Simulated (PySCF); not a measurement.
Ga(Me)(Cl) (CH3ClGa), SMILES [Ga]([Cl])[CH3], multiplicity 2. Geometry optimised at PBE-D3(BJ)/def2-TZVP. The multiplicity is an assumed one; other spin states were not compared. The isomer is the one that the SMILES or the coordinates give; other isomers of the formula were not compared.

Computed equilibrium geometry at PBE-D3(BJ)/def2-TZVP (PySCF confirms it by a frequency run) as a Z-matrix, and its point group:
point group Cs.
```
C
H 1 1.0947
H 1 1.0986 2 111.01
H 1 1.0986 2 111.01 3 -122.49
Ga 1 2.0260 2 111.30 3 118.75
Cl 5 2.2063 1 114.07 2 180.00
```
Charge 0, spin multiplicity 2.
